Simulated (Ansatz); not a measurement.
Born–Oppenheimer molecular dynamics of AlH$_{7}$O$_{3}$Si$_{2}$ (13 atoms, charge 0, multiplicity 1). It goes on from the last frame of an earlier run, with new velocities.

Method: RKS PBE0/STO-3G (Ansatz).

```json
{
 "ensemble": "NVT, Langevin thermostat",
 "time step": "0.5 fs",
 "steps asked": "250",
 "set temperature": "700 K",
 "friction": "0.001 /fs",
 "seed": "106721"
}
```

Frames 10 fs apart, positions in Å, forces in eV/Å.

Velocities at 5 fs (Å/ps):

```
Al 4.03 2.99 0.26
O -3.86 -4.70 -6.98
Si -3.85 0.67 -1.12
H 33.01 1.05 -25.32
H 3.47 -11.85 4.99
H -1.89 -0.47 -18.52
O 6.35 -1.06 9.17
Si -0.84 -4.27 4.84
H 1.06 -32.52 49.26
H 3.87 47.53 -32.60
H -1.71 36.79 -14.00
O -2.51 3.93 -1.93
H -7.38 10.21 -64.45
```

```xyz
13
Properties=species:S:1:pos:R:3:forces:R:3 time_fs=5 energy_less_start_eV=0.006 T=653
Al -0.732 -0.295 -0.214 1.05 1.26 -0.10
O -0.481 -0.379 1.411 -0.07 0.13 -0.42
Si -0.660 -1.131 2.837 0.29 -2.73 0.90
H 0.134 -2.424 2.846 -1.00 1.01 -0.22
H 0.018 -0.420 3.876 -0.16 0.67 0.32
H -2.057 -1.492 3.268 1.04 0.53 -0.52
O 0.706 -0.447 -1.139 -2.48 0.54 0.14
Si 2.209 -0.821 -0.589 0.23 -0.89 -1.74
H 2.304 -1.631 0.518 -0.23 -1.54 1.70
H 2.824 -1.556 -1.692 0.16 0.35 0.30
H 2.989 0.257 -0.179 0.79 1.55 -0.02
O -2.031 0.797 -0.601 0.63 -1.03 -0.38
H -2.844 0.186 -0.585 -0.26 0.16 0.03
13
Properties=species:S:1:pos:R:3:forces:R:3 time_fs=15 energy_less_start_eV=0.232 T=596
Al -0.692 -0.234 -0.215 -2.03 1.43 -0.74
O -0.519 -0.426 1.358 0.12 0.16 2.04
Si -0.675 -1.139 2.828 -0.98 0.27 -0.89
H 0.099 -2.325 2.639 0.14 -0.86 0.69
H -0.152 -0.349 3.923 0.08 0.05 -0.07
H -2.104 -1.430 3.117 0.83 -0.05 -0.01
O 0.697 -0.450 -1.051 0.19 -0.50 -1.03
Si 2.230 -0.867 -0.526 -1.26 2.30 -3.45
H 2.259 -1.751 0.506 0.47 -1.82 2.01
H 2.922 -1.186 -1.750 0.22 -1.07 0.12
H 2.812 0.393 -0.327 0.92 0.99 1.27
O -2.038 0.807 -0.626 0.93 -0.57 0.13
H -2.748 0.364 -1.199 0.36 -0.33 -0.06
13
Properties=species:S:1:pos:R:3:forces:R:3 time_fs=25 energy_less_start_eV=-0.116 T=816
Al -0.703 -0.118 -0.213 1.56 -1.02 2.34
O -0.544 -0.461 1.383 0.31 0.69 -1.55
Si -0.690 -1.163 2.803 -1.01 1.28 1.35
H -0.076 -2.408 2.939 1.16 -1.22 0.08
H -0.317 -0.227 3.865 0.30 -0.39 -0.23
H -2.050 -1.454 3.071 -1.02 -0.21 0.18
O 0.686 -0.478 -1.020 1.32 -0.40 -1.10
Si 2.244 -0.863 -0.495 0.40 -0.19 1.86
H 2.378 -2.000 0.522 -0.59 1.42 -0.88
H 3.081 -1.428 -1.558 -0.43 0.71 -0.07
H 2.875 0.380 0.149 -0.60 -1.49 -0.92
O -2.018 0.777 -0.663 -1.37 0.33 -1.62
H -2.160 0.520 -1.650 -0.06 0.48 0.56
13
Properties=species:S:1:pos:R:3:forces:R:3 time_fs=35 energy_less_start_eV=0.126 T=704
Al -0.675 -0.018 -0.158 2.02 -0.87 -1.39
O -0.543 -0.470 1.356 -0.02 -1.07 2.00
Si -0.737 -1.206 2.813 1.49 1.63 0.70
H 0.053 -2.360 3.208 -0.02 -0.16 -0.80
H -0.254 -0.207 3.788 -0.55 -0.37 -0.25
H -2.091 -1.516 3.042 -1.10 -0.27 0.20
O 0.734 -0.525 -1.046 -1.88 1.29 -0.29
Si 2.233 -0.860 -0.450 1.17 -1.75 3.97
H 2.126 -2.045 0.634 0.21 1.83 -2.17
H 3.086 -1.302 -1.552 -0.19 0.26 0.27
H 2.981 0.160 0.446 -1.07 -0.80 -1.60
O -2.052 0.758 -0.780 0.80 0.26 -1.10
H -1.629 1.019 -1.692 -0.85 0.04 0.44
13
Properties=species:S:1:pos:R:3:forces:R:3 time_fs=45 energy_less_start_eV=-0.051 T=788
Al -0.583 0.051 -0.141 -1.65 0.18 -0.73
O -0.534 -0.530 1.396 -0.27 0.53 -0.91
Si -0.781 -1.224 2.846 0.46 -0.78 -0.28
H 0.198 -2.389 2.888 -1.18 1.02 0.41
H -0.468 -0.212 3.839 0.06 -0.28 0.29
H -2.186 -1.648 3.068 0.79 0.01 -0.12
O 0.709 -0.499 -1.084 0.56 0.60 0.36
Si 2.222 -0.895 -0.358 -2.00 0.36 -0.99
H 1.933 -2.085 0.439 0.84 0.18 0.07
H 3.061 -1.039 -1.500 0.51 -0.83 -0.34
H 2.893 0.198 0.292 -0.16 0.09 0.82
O -2.050 0.757 -0.943 2.02 -0.31 1.01
H -1.707 1.576 -1.476 0.04 -0.78 0.40
13
Properties=species:S:1:pos:R:3:forces:R:3 time_fs=55 energy_less_start_eV=0.235 T=582
Al -0.549 0.114 -0.143 -1.71 -0.81 0.92
O -0.535 -0.565 1.404 -0.17 1.25 -1.34
Si -0.822 -1.229 2.875 -0.59 -2.89 -1.03
H 0.085 -2.430 2.888 -0.50 1.10 0.44
H -0.646 -0.416 4.027 0.39 0.71 0.38
H -2.173 -1.876 3.073 0.95 0.89 -0.45
O 0.713 -0.435 -1.105 1.10 -0.33 0.41
Si 2.165 -0.912 -0.305 -1.22 1.23 -3.06
H 2.237 -2.076 0.365 -0.63 -2.73 1.97
H 3.156 -1.206 -1.290 0.32 0.53 -0.59
H 2.574 0.094 0.544 0.81 1.47 1.21
O -1.948 0.738 -1.045 1.36 0.19 1.16
H -1.774 1.755 -1.080 -0.11 -0.61 -0.02
13
Properties=species:S:1:pos:R:3:forces:R:3 time_fs=65 energy_less_start_eV=-0.043 T=694
Al -0.562 0.146 -0.115 2.36 -2.12 -0.14
O -0.544 -0.530 1.360 -0.24 -0.87 2.38
Si -0.855 -1.268 2.879 -0.10 1.29 -2.12
H 0.033 -2.337 3.191 0.41 -0.67 -0.41
H -0.626 -0.409 4.016 -0.30 0.53 -0.12
H -2.219 -1.777 2.877 0.14 0.10 0.12
O 0.759 -0.390 -1.102 -1.44 0.40 0.48
Si 2.097 -0.932 -0.272 1.45 0.12 0.25
H 2.095 -2.174 0.469 -0.40 -0.38 -0.37
H 3.222 -0.995 -1.234 -0.60 0.06 0.62
H 2.382 -0.012 0.805 0.43 0.32 -0.07
O -1.785 0.711 -1.077 -1.37 1.55 -0.33
H -1.915 1.676 -0.761 -0.36 -0.34 -0.31
13
Properties=species:S:1:pos:R:3:forces:R:3 time_fs=75 energy_less_start_eV=0.148 T=579
Al -0.520 0.121 -0.085 -0.68 -0.68 0.68
O -0.572 -0.526 1.424 0.34 0.28 -1.06
Si -0.889 -1.284 2.834 -0.09 3.17 -0.58
H -0.019 -2.349 3.086 0.88 -1.10 0.41
H -0.802 -0.185 3.812 0.10 -0.84 0.22
H -2.227 -1.693 2.791 -1.31 -0.82 0.27
O 0.739 -0.326 -1.080 1.22 -0.13 0.18
Si 2.064 -0.954 -0.211 0.14 0.00 0.53
H 1.601 -2.394 0.213 1.42 1.99 -0.50
H 3.245 -0.742 -1.107 -0.82 -0.96 0.59
H 2.466 -0.070 0.968 -0.62 -1.26 -0.90
O -1.682 0.757 -1.119 -0.61 0.54 -0.09
H -2.319 1.403 -0.669 0.02 -0.18 0.24
13
Properties=species:S:1:pos:R:3:forces:R:3 time_fs=85 energy_less_start_eV=-0.021 T=667
Al -0.502 0.077 -0.046 -2.18 1.27 -2.52
O -0.589 -0.500 1.452 0.13 0.87 -1.12
Si -0.948 -1.269 2.782 -0.03 -0.93 3.16
H -0.049 -2.389 3.008 0.21 0.26 -0.04
H -0.884 -0.356 3.953 0.08 -0.47 -0.73
H -2.232 -1.908 2.879 -0.55 0.16 -0.44
O 0.779 -0.256 -1.049 1.24 0.10 0.28
Si 2.025 -0.960 -0.158 0.96 -3.37 0.65
H 1.765 -2.472 -0.041 -0.11 1.86 0.26
H 3.218 -1.080 -0.957 0.23 0.79 -0.05
H 2.369 -0.497 1.228 -0.37 0.02 -1.18
O -1.638 0.855 -1.151 1.14 -0.77 1.56
H -2.483 0.854 -0.598 -0.74 0.22 0.17
13
Properties=species:S:1:pos:R:3:forces:R:3 time_fs=95 energy_less_start_eV=-0.144 T=778
Al -0.544 0.058 -0.087 1.65 0.00 -1.77
O -0.595 -0.424 1.441 -0.80 -0.27 1.76
Si -1.021 -1.295 2.791 1.36 -1.55 -0.74
H 0.110 -2.304 2.899 -1.44 0.59 0.00
H -0.885 -0.561 4.039 -0.47 0.28 -0.29
H -2.354 -1.992 2.658 1.14 0.74 0.18
O 0.886 -0.184 -1.007 -1.06 0.44 0.69
Si 2.027 -1.016 -0.113 0.24 0.09 -0.15
H 1.696 -2.370 0.029 -0.22 -1.43 -0.23
H 3.266 -0.894 -0.795 0.71 0.00 -0.17
H 2.139 -0.643 1.247 0.39 0.70 0.81
O -1.598 0.916 -1.076 -0.34 0.31 -0.09
H -2.457 0.454 -0.840 -1.15 0.10 -0.01
13
Properties=species:S:1:pos:R:3:forces:R:3 time_fs=105 energy_less_start_eV=0.055 T=622
Al -0.544 0.037 -0.171 0.23 -1.23 2.64
O -0.636 -0.349 1.500 0.19 0.49 -1.54
Si -1.054 -1.333 2.774 -0.71 -0.77 -2.51
H -0.081 -2.447 2.887 -0.53 0.56 0.26
H -1.194 -0.561 3.952 0.22 0.37 0.86
H -2.409 -1.897 2.485 0.91 0.08 0.39
O 0.956 -0.091 -0.933 0.09 -0.69 0.13
Si 2.048 -1.089 -0.059 0.07 3.89 -1.08
H 1.662 -2.397 -0.034 -0.30 -2.56 -0.01
H 3.348 -0.727 -0.536 0.43 -0.75 -0.60
H 2.112 -0.523 1.214 0.01 -0.06 1.81
O -1.643 0.970 -0.993 -0.60 0.95 -0.64
H -2.506 0.531 -1.254 -0.04 -0.28 0.29
13
Properties=species:S:1:pos:R:3:forces:R:3 time_fs=115 energy_less_start_eV=0.053 T=656
Al -0.530 -0.018 -0.178 -1.54 1.27 0.22
O -0.667 -0.252 1.484 0.12 -1.05 0.30
Si -1.091 -1.348 2.712 -0.78 1.43 -1.21
H -0.358 -2.487 3.088 1.45 -0.69 -0.22
H -1.282 -0.629 3.921 0.13 0.62 0.52
H -2.351 -1.953 2.467 -0.86 -0.14 -0.48
O 1.035 -0.041 -0.840 0.05 -0.67 0.21
Si 2.069 -1.106 0.003 1.74 -1.17 -0.01
H 1.821 -2.565 -0.123 -0.66 0.87 0.13
H 3.457 -1.138 -0.558 -1.12 0.77 0.41
H 2.130 -0.806 1.446 0.05 -0.08 -0.64
O -1.726 1.057 -0.941 0.37 -1.63 0.08
H -2.460 0.478 -1.406 1.05 0.45 0.72
```

Of the whole run (125 fs, mean temperature of the second half 662 K): A run of 0.12 ps of so small a system gives no equilibrium averages. Limits of this set-up: minimal basis.

The run took 13 min on 1 thread of Arm Neoverse V2, with other jobs on the host, peak memory 0.13 GiB.
